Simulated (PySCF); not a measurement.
**A run with a changed setting**

The sound run of [Au(CH3)2]− (singlet) uses PySCF 2.14.0, RKS B3LYP, Au def2-SVP with ECP60, C def2-SVP, H def2-SVP; non-relativistic Hamiltonian with scalar-relativistic core potentials where named; density fitting; no spin-orbit coupling, grid (50, 194), threshold 1e-8 and 55 cycles at the relaxed geometry. This run, with dm0 from free metal ions and neutral atoms, differs:

```python
mol = gto.M(atom='''
Au     0.00000    -0.00000     0.00000
C      0.00000     0.00003     2.12861
H     -0.88721    -0.51219     2.55623
H      0.88721    -0.51219     2.55623
H      0.00000     1.02450     2.55620
C     -0.00000    -0.00003    -2.12861
H     -0.88721     0.51219    -2.55623
H      0.88721     0.51219    -2.55623
H     -0.00000    -1.02450    -2.55620''',
    basis={'Au': 'def2-SVP', 'C': 'def2-SVP', 'H': 'def2-SVP'},
    ecp={'Au': 'def2-SVP'},
    charge=-1, spin=0)
mf = dft.RKS(mol, xc='B3LYP')
mf.grids.atom_grid = (15, 26)
mf = mf.density_fit()  # fitting sets: Au def2-universal-JKFIT, C def2-universal-JKFIT, H def2-universal-JKFIT
mf.conv_tol = 1e-08; mf.max_cycle = 55
mf.kernel(dm0)
mf.nuc_grad_method().kernel()
```

Task: What was changed, and how did it end?

Result: The integration grid was changed. It converged in 8 cycles, 0.794 eV from the sound run, largest force component 3.72 eV/Å. These settings are unsound on purpose: the numbers aren't the compound's.
```
init E= -219.847463585705
cycle= 1 E= -215.039251193075  delta_E= 4.81  |g|= 1.32  |ddm|= 3.91
cycle= 2 E= -214.564339647852  delta_E= 0.475  |g|=    2  |ddm|= 3.82
cycle= 3 E= -215.542205728208  delta_E= -0.978  |g|= 0.24  |ddm|= 2.05
cycle= 4 E= -215.551485125531  delta_E= -0.00928  |g|= 0.151  |ddm|= 0.504
cycle= 5 E= -215.556819067315  delta_E= -0.00533  |g|= 0.0117  |ddm|= 0.214
cycle= 6 E= -215.556860461654  delta_E= -4.14e-05  |g|= 0.00176  |ddm|= 0.0222
cycle= 7 E= -215.556861338853  delta_E= -8.77e-07  |g|= 0.000172  |ddm|= 0.00279
cycle= 8 E= -215.556861348463  delta_E= -9.61e-09  |g|= 6.99e-06  |ddm|= 0.000384
Extra cycle  E= -215.55686134849  delta_E= -2.68e-11  |g|= 6.07e-06  |ddm|= 3.04e-05
converged SCF energy = -215.55686134849
```

Run from Python with OMP_NUM_THREADS=2; the lines above give its settings. Where DIIS fails, smearing, a level shift and second-order steps follow.
It took 1.5 s on 2 threads of Arm Neoverse V2, with other jobs on the host.

No frequency check is given that shows the relaxed geometry to be a minimum.
